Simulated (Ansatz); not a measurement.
`[S][Si](Cl)(Cl)Cl` radical at its PBE0-D4/def2-TZVP geometry, where that method's forces vanish. Total charge 0; spin multiplicity 2.

```xyz
5

S     0.7105   -1.6415    1.0807
Si    0.0226    0.0186    0.0000
Cl   -1.8791   -0.4756   -0.5180
Cl    0.0210    1.7219    1.1028
Cl    1.1250    0.3766   -1.6656
```

Problem. What forces (eV/Å) does PBE-D4/def2-TZVPP give on these atoms in Ansatz? (Estimate.)

Solution. Ansatz gave: 
```
S1  -0.002 -0.100  0.048
Si2  0.188 -0.173  0.159
Cl3 -0.369 -0.120 -0.089
Cl4 -0.010  0.319  0.195
Cl5  0.192  0.073 -0.313
```
